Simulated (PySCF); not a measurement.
PySCF job for C₄H₇BN₂, SMILES B1(C)C=NCN=C1, PBE0-D3(BJ)/def2-SVP. Geometry optimised at PBE0-D3(BJ)/def2-SVP. This is a generated structure with no PubChem entry under its InChIKey; it may be hypothetical. Other conformers were not sampled.

```python
import numpy as np
from pyscf import gto, scf, dft, df
from pyscf.hessian import thermo

mol = gto.M(
    atom='''
    C     2.56638267    0.00834856   -0.00000000
    B     1.00716190   -0.02949377    0.00000000
    C     0.13246312   -0.02142122    1.29398661
    N    -1.15256463    0.00148069    1.26005391
    C    -1.81846673    0.01913716    0.00000000
    N    -1.15256464    0.00148068   -1.26005391
    C     0.13246312   -0.02142122   -1.29398661
    H     2.85431584    1.07900634   -0.00000001
    H     3.02427831   -0.42988395    0.89998588
    H     3.02427830   -0.42988394   -0.89998589
    H     0.57474495   -0.03772377    2.30598770
    H    -2.53741710   -0.82490539   -0.00000000
    H    -2.49190296    0.89999408   -0.00000000
    H     0.57474494   -0.03772377   -2.30598770
    ''',
    basis='def2-SVP',
    charge=0,
    spin=0,
    max_memory=1600,
    verbose=3,
)
mf = dft.RKS(mol, xc='pbe0').density_fit(auxbasis='def2-universal-jkfit')
mf.disp = 'd3bj'
mf.grids.level = 3
mf.conv_tol = 1e-11
mf.max_cycle = 100
mf.kernel()

# [left out here: the lines that compute and print the analytic Hessian (its translational invariance restored by hand, since the grid's response is missing), thermochemistry and intensities]
```

Program output:

```
[...]
Normal mode                   x     y     z       x     y     z       x     y     z
       0   C                 0.00 -0.00 -0.06   -0.00 -0.00 -0.00    0.14  0.03 -0.00
       1   B                -0.00  0.00  0.22   -0.00  0.00  0.01   -0.08  0.01  0.00
       2   C                -0.01 -0.00 -0.06   -0.00 -0.01 -0.00   -0.00 -0.00  0.02
       3   N                 0.00  0.00  0.01   -0.00 -0.04 -0.00   -0.00  0.00 -0.02
       4   C                -0.00 -0.00 -0.05    0.00 -0.00  0.00    0.00 -0.00  0.00
       5   N                -0.00 -0.00  0.01    0.00  0.04 -0.00   -0.00  0.00  0.02
       6   C                 0.01  0.00 -0.06    0.00  0.01 -0.00   -0.00 -0.00 -0.02
       7   H                 0.00 -0.00  0.17    0.00 -0.00  0.00   -0.46  0.18  0.00
       8   H                -0.11  0.08  0.05   -0.00  0.00  0.00   -0.27 -0.27  0.06
       9   H                 0.11 -0.08  0.05    0.00 -0.00  0.00   -0.27 -0.27 -0.06
      10   H                 0.28  0.00 -0.19    0.00  0.11 -0.00    0.20  0.00 -0.07
      11   H                 0.00 -0.00  0.10   -0.00  0.00  0.67   -0.06  0.05 -0.00
      12   H                 0.00  0.00  0.12    0.00  0.00 -0.69   -0.06 -0.05 -0.00
      13   H                -0.28 -0.00 -0.19   -0.00 -0.11 -0.00    0.20  0.00  0.07
Mode                                21                  22                  23
Irrep
Freq [cm^-1]                     1319.6829           1333.0658           1391.9692
Reduced mass [au]                   1.4548              1.0900              1.5685
Force const [Dyne/A]                1.4927              1.1412              1.7906
Char temp [K]                    1898.7298           1917.9849           2002.7338
Normal mode                   x     y     z       x     y     z       x     y     z
       0   C                 0.00  0.00  0.02   -0.03 -0.00  0.00    0.00  0.00  0.02
       1   B                -0.00  0.00 -0.07    0.02 -0.00 -0.00   -0.00  0.00 -0.04
       2   C                -0.02  0.00  0.04    0.02 -0.00  0.01   -0.03  0.00  0.07
       3   N                -0.02 -0.00  0.01   -0.02  0.00  0.00   -0.03  0.00 -0.06
       4   C                -0.00  0.00 -0.14    0.06 -0.00 -0.00   -0.00 -0.00  0.09
       5   N                 0.02  0.00  0.01   -0.02  0.00 -0.00    0.03 -0.00 -0.06
       6   C                 0.02 -0.00  0.04    0.02 -0.00 -0.01    0.03 -0.00  0.07
       7   H                -0.00  0.00 -0.09    0.06 -0.03 -0.00   -0.00  0.00 -0.20
       8   H                 0.01 -0.05 -0.02    0.04  0.04 -0.01   -0.06 -0.13 -0.02
       9   H                -0.01  0.05 -0.02    0.04  0.04  0.01    0.06  0.13 -0.02
      10   H                 0.10 -0.00 -0.01    0.08 -0.00 -0.01    0.48 -0.01 -0.15
      11   H                 0.00 -0.00  0.57   -0.50  0.45  0.00    0.00 -0.00 -0.08
      12   H                 0.00  0.00  0.54   -0.52 -0.42  0.00    0.00  0.00 -0.08
      13   H                -0.10  0.00 -0.01    0.08 -0.00  0.01   -0.48  0.01 -0.15
Mode                                24                  25                  26
Irrep
Freq [cm^-1]                     1411.2747           1413.5555           1440.5285
Reduced mass [au]                   1.5035              1.1267              1.1214
Force const [Dyne/A]                1.7643              1.3264              1.3710
Char temp [K]                    2030.5101           2033.7916           2072.5998
Normal mode                   x     y     z       x     y     z       x     y     z
       0   C                 0.04  0.01 -0.00    0.00  0.00  0.04   -0.06  0.05 -0.00
       1   B                -0.10  0.01 -0.00   -0.00  0.00  0.07    0.05  0.02  0.00
       2   C                 0.03 -0.00 -0.06    0.01  0.00 -0.03   -0.00 -0.00  0.01
       3   N                 0.05 -0.00  0.05    0.01 -0.00  0.02   -0.01  0.00 -0.00
       4   C                -0.01 -0.00  0.00   -0.00  0.00 -0.02    0.00 -0.00 -0.00
       5   N                 0.05 -0.00 -0.05   -0.01  0.00  0.02   -0.01  0.00  0.00
       6   C                 0.03 -0.00  0.06   -0.01 -0.00 -0.03   -0.00 -0.00 -0.01
       7   H                -0.10  0.05  0.00   -0.00  0.00 -0.63   -0.19  0.08 -0.00
       8   H                 0.03 -0.11 -0.05   -0.26 -0.39 -0.03    0.31 -0.40 -0.40
       9   H                 0.03 -0.11  0.05    0.26  0.39 -0.03    0.31 -0.40  0.40
      10   H                -0.51  0.01  0.16   -0.12 -0.00  0.02    0.05  0.01 -0.01
      11   H                -0.10  0.08 -0.00   -0.00  0.00 -0.02    0.02 -0.02  0.00
      12   H                -0.10 -0.07 -0.00   -0.00 -0.00 -0.01    0.02  0.02  0.00
      13   H                -0.51  0.01 -0.16    0.12  0.00  0.02    0.05  0.01  0.01
Mode                                27                  28                  29
Irrep
Freq [cm^-1]                     1686.7714           1696.3951           3026.5271
Reduced mass [au]                  10.9409              9.2380              1.0482
Force const [Dyne/A]               18.3406             15.6632              5.6568
Char temp [K]                    2426.8886           2440.7348           4354.4987
Normal mode                   x     y     z       x     y     z       x     y     z
       0   C                -0.00  0.00 -0.00    0.00 -0.00 -0.00   -0.04 -0.03  0.00
       1   B                 0.00 -0.00 -0.02   -0.03  0.00 -0.00    0.00 -0.00 -0.00
       2   C                -0.15  0.00  0.01    0.15 -0.00 -0.01    0.00  0.00 -0.00
       3   N                 0.13 -0.00  0.01   -0.12  0.00 -0.01   -0.00  0.00 -0.00
       4   C                -0.00  0.00 -0.02    0.01 -0.00 -0.00   -0.02  0.00 -0.00
       5   N                -0.13  0.00  0.01   -0.12  0.00  0.01   -0.00  0.00  0.00
       6   C                 0.15 -0.00  0.01    0.15 -0.00  0.01    0.00  0.00  0.00
       7   H                 0.00  0.00 -0.00   -0.01  0.00 -0.00    0.20  0.73 -0.00
       8   H                -0.00 -0.00 -0.00   -0.01  0.01  0.01    0.14 -0.15  0.30
       9   H                 0.00  0.00 -0.00   -0.01  0.01 -0.01    0.14 -0.15 -0.30
      10   H                 0.02 -0.00 -0.05   -0.05 -0.00  0.07    0.00 -0.00  0.01
      11   H                -0.00  0.00 -0.07    0.07 -0.06 -0.00    0.14  0.18  0.00
      12   H                -0.00 -0.00 -0.07    0.07  0.06 -0.00    0.14 -0.19 -0.00
      13   H                -0.02  0.00 -0.05   -0.05 -0.00 -0.07    0.00 -0.00 -0.01
Mode                                30                  31                  32
Irrep
Freq [cm^-1]                     3027.2429           3053.8526           3077.2087
Reduced mass [au]                   1.0629              1.0964              1.0896
Force const [Dyne/A]                5.7388              6.0243              6.0788
Char temp [K]                    4355.5285           4393.8140           4427.4182
Normal mode                   x     y     z       x     y     z       x     y     z
       0   C                -0.01 -0.01  0.00    0.00 -0.00  0.00    0.00 -0.00 -0.00
       1   B                 0.00 -0.00  0.00   -0.00 -0.00 -0.00   -0.00  0.00  0.00
       2   C                -0.00 -0.00  0.00    0.00  0.00  0.00   -0.02  0.00 -0.05
       3   N                 0.00 -0.00  0.00    0.00 -0.00  0.00   -0.00 -0.00 -0.00
       4   C                 0.07 -0.00  0.00    0.00  0.09 -0.00    0.00  0.00  0.00
       5   N                 0.00 -0.00 -0.00    0.00 -0.00 -0.00    0.00  0.00 -0.00
       6   C                -0.00 -0.00 -0.00    0.00  0.00 -0.00    0.02 -0.00 -0.05
       7   H                 0.07  0.26  0.00   -0.00 -0.00  0.00    0.00  0.00 -0.00
       8   H                 0.05 -0.05  0.11   -0.00  0.00 -0.00    0.00 -0.00  0.00
       9   H                 0.05 -0.05 -0.11   -0.00  0.00  0.00   -0.00  0.00  0.00
      10   H                -0.02  0.00 -0.04   -0.00  0.00 -0.00    0.26 -0.01  0.62
      11   H                -0.40 -0.49 -0.00   -0.45 -0.51 -0.00   -0.00 -0.00  0.00
      12   H                -0.38  0.53  0.00    0.41 -0.52 -0.00    0.00 -0.00  0.00
      13   H                -0.02  0.00  0.04   -0.00  0.00  0.00   -0.26  0.01  0.62
Mode                                33                  34                  35
Irrep
Freq [cm^-1]                     3080.4568           3114.0866           3161.0958
Reduced mass [au]                   1.0901              1.0872              1.1047
Force const [Dyne/A]                6.0947              6.2121              6.5040
Char temp [K]                    4432.0914           4480.4773           4548.1130
Normal mode                   x     y     z       x     y     z       x     y     z
       0   C                -0.00  0.00 -0.00   -0.03  0.08  0.00   -0.00  0.00 -0.09
       1   B                 0.00 -0.00  0.00    0.00  0.00 -0.00    0.00  0.00 -0.00
       2   C                 0.02 -0.00  0.05   -0.00 -0.00 -0.00    0.00 -0.00  0.00
       3   N                 0.00  0.00 -0.00   -0.00 -0.00  0.00   -0.00 -0.00  0.00
       4   C                -0.01 -0.00  0.00    0.00  0.00 -0.00    0.00 -0.00 -0.00
       5   N                 0.00  0.00  0.00   -0.00 -0.00 -0.00    0.00  0.00  0.00
       6   C                 0.02 -0.00 -0.05   -0.00 -0.00  0.00   -0.00  0.00  0.00
       7   H                -0.00 -0.01 -0.00   -0.15 -0.50  0.00   -0.00 -0.00 -0.02
       8   H                 0.00 -0.00  0.01    0.23 -0.22  0.47    0.28 -0.27  0.54
       9   H                 0.00 -0.00 -0.01    0.23 -0.22 -0.47   -0.28  0.27  0.54
      10   H                -0.26  0.01 -0.62    0.00  0.00  0.01   -0.00  0.00 -0.00
      11   H                 0.03  0.04 -0.00   -0.00 -0.00  0.00   -0.00 -0.00  0.00
      12   H                 0.03 -0.04 -0.00   -0.00  0.00  0.00   -0.00  0.00  0.00
      13   H                -0.26  0.01  0.62    0.00  0.00 -0.01    0.00 -0.00 -0.00
temperature 298.1500 [K]
pressure 101325.00 [Pa]
Rotational constants [GHz] 5.04721 2.40216 1.66045
Symmetry number 1
Zero-point energy (ZPE) 0.11129 [Eh]   292192.402 [J/mol]
                           tot       elec      trans        rot        vib
Entropy [J/mol/K]       346.158      0.000    165.398    113.681     67.079
Cv [J/mol/K]            103.780      0.000     12.472     12.472     78.837
Cp [J/mol/K]            112.095      0.000     20.786     12.472     78.837
Internal energy [J/mol]                      3718.434   3718.434 303078.945
Internal energy [Eh]   -290.28648  -290.40475
Enthalpy [J/mol]                             6197.391   3718.434 303078.945
Enthalpy [Eh]          -290.28553
Gibbs free energy [J/mol]                  -43116.112 -30175.545 283079.404
Gibbs free energy [Eh] -290.32484
mode   freq/cm-1   IR/(km/mol)
   1       71.51         1.213
   2       74.02         0.534
   3      256.91         0.724
   4      318.93        19.993
   5      346.57         0.073
   6      461.41        10.622
   7      491.17         2.724
   8      534.32        15.239
   9      693.45        12.829
  10      731.16        16.284
  11      835.29         1.031
  12      904.45         9.508
  13      923.90        11.749
  14      939.94         0.001
  15      981.07         0.336
  16     1020.57        17.603
  17     1068.90        38.273
  18     1162.05        75.098
  19     1234.68         4.876
  20     1250.35         0.010
  21     1316.41       105.693
  22     1319.68        10.371
  23     1333.07        23.728
  24     1391.97         3.842
  25     1411.27        86.717
  26     1413.56         6.299
  27     1440.53        11.157
  28     1686.77        15.751
  29     1696.40        18.900
  30     3026.53         0.669
  31     3027.24         0.796
  32     3053.85         0.037
  33     3077.21        76.705
  34     3080.46        18.272
  35     3114.09        13.630
  36     3161.10         7.518
max |gradient| / (hartree/bohr): 4.768435166819891e-05
APT charges: [-0.3367  0.711  -0.0654 -0.3234  0.2473 -0.3234 -0.0654  0.0434  0.0169
  0.0169 -0.0285  0.0674  0.0683 -0.0285]
```

Self-consistency was reached.

Cost: around 4 core-minutes (rough).
